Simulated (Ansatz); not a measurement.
`B[SiH](O)C=O` and `B[SiH](O)[SiH3]` differ in one atom or group.

Ansatz, PBE0-D4/def2-TZVP geometries, multiplicity 1. Each molecule was computed in one conformer, which needn't be the lowest.

```
                                          property  `B[SiH](O)C=O`
    size of the dipole moment (PBE/def2-TZVPP) / D            1.53
               LUMO energy (B3LYP/def2-TZVPP) / eV           -3.04
size of the dipole moment (ωB97M-V/def2-TZVPP) / D            1.85
             LUMO energy (ωB97M-V/def2-TZVPP) / eV           -0.88
               HOMO energy (B3LYP/def2-TZVPP) / eV           -7.05
           HOMO–LUMO gap (ωB97M-V/def2-TZVPP) / eV            8.61
```

(1) What does the change do to each property? (Estimate.)

Answers

(1) The calculation gave: 
```csv
property,`B[SiH](O)[SiH3]`,shift
size of the dipole moment (PBE/def2-TZVPP) / D,1.13,-0.40
LUMO energy (B3LYP/def2-TZVPP) / eV,-2.65,0.39
size of the dipole moment (ωB97M-V/def2-TZVPP) / D,0.95,-0.90
LUMO energy (ωB97M-V/def2-TZVPP) / eV,-0.55,0.33
HOMO energy (B3LYP/def2-TZVPP) / eV,-7.37,-0.32
HOMO–LUMO gap (ωB97M-V/def2-TZVPP) / eV,9.03,0.42
```

With PBE0 the HOMO falls by 0.31 eV and the LUMO rises by 0.37 eV, so the gap widens by about 0.68 eV. PBE moves the HOMO by -0.52 eV and ωB97M-V by -0.09 eV. Dipoles are sizes alone; their direction can turn.

B3LYP here is the variant with VWN-RPA as its local correlation; programs differ in this.
